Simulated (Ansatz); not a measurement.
Gas-phase electronic energies from Ansatz, PBE0-D4/def2-TZVP geometries. CCSD(T)/CBS is the MP2 limit (def2-TZVPP, def2-QZVPP) plus CCSD(T) − MP2 in def2-TZVPP, frozen cores. This one scheme is used for every species. DFT in def2-TZVPP. For Ga outer-core shells are correlated without core-valence functions, which leaves a few kJ/mol of doubt a bond. Scalar relativity is left out up to krypton. One conformer a species, not always the lowest.

Reaction (formal exchange of groups at the Al–Ga bond): `[OH][Al]([GaH2])[CH2]F` + `C#C` → `C#[C][Al]([OH])[CH2]F` + `[GaH3]`

CCSD(T)/CBS gives -35.9 kJ/mol.

Problem. Another level gave -41.2 kJ/mol. Which?
A. BLYP/def2-TZVPP
B. PBE/def2-TZVPP
C. r2SCANh/def2-TZVPP
D. B97M-V/def2-TZVPP

Solution. C. r2SCANh -41.2, B97M-V -50.8, BLYP -33.8, PBE -26.8 kJ/mol.

Largest T1 diagnostic among the species: 0.013.

Leaving LDA and LC-ωPBE aside and taking each functional with its dispersion term where it has one, the values, not all of them listed here, spread over 24.1 kJ/mol, from B97M-V to PBE-D4. In def2-TZVPP, CCSD(T) changes the Hartree–Fock value by +10.1 kJ/mol (the triples alone add −0.1 kJ/mol) and MP2 by +3.0 kJ/mol.

CCSD(T)/CBS has its own doubt, a few kJ/mol and more with outer-core shells, so smaller differences from it don't rank the levels.
